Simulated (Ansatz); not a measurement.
`C[CH](O)[GeH3]` → `[CH2]` (triplet) + `O[CH2][GeH3]`  (formal loss of a carbene)

Computed with Ansatz on PBE0-D4/def2-TZVP structures; ΔE is electronic, products minus reactants. CCSD(T)/CBS is the MP2 limit (def2-TZVPP, def2-QZVPP) plus CCSD(T) − MP2 in def2-TZVPP, frozen cores. This one scheme is used for every species. Functionals use def2-TZVPP. Triplets are unrestricted, without spin–orbit coupling. For Ge outer-core shells are correlated without core-valence functions, which leaves a few kJ/mol of doubt a bond. Scalar relativity is left out up to krypton. One conformer a species, not always the lowest.

(1) Is it downhill or uphill in electronic energy at CCSD(T)/CBS, and by how much? (Estimate.)

(2) What do these levels give: r2SCANh-D4, ωB97X-V, PBE, r2SCAN0, CCSD(T)/def2-SVP, HF/CBS(def2)? (Estimate.)

(3) What do rigid-rotor, harmonic-oscillator terms from PBE0-D4/def2-TZVP frequencies (298.15 K, 1 bar) make of the CCSD(T)/CBS value? (An estimate is asked.)

Largest T1 diagnostic among the species: 0.011.

Results:

(1) Computed: Uphill: ΔE = +4.64 eV.

(2) Computed: r2SCANh-D4 4.37, ωB97X-V 4.73, PBE 4.61, r2SCAN0 4.32, CCSD(T)/def2-SVP 4.48, HF/CBS(def2) 3.04 eV.

(3) Ansatz gave: ΔZPE = -0.29 eV, ΔH = +4.42 eV, ΔS = 167 J/(mol·K), ΔG = +3.90 eV. Open shells count their whole term as degenerate.

At CCSD(T), def2-SVP lies −0.16 eV from the extrapolated value and def2-TZVPP −0.12 eV. Leaving LDA and LC-ωPBE aside and taking each functional with its dispersion term where it has one, the values, not all of them listed here, spread over 0.38 eV, from r2SCAN0-D4 to ωB97X-V. LDA lies +0.81 eV from PBE without D4.
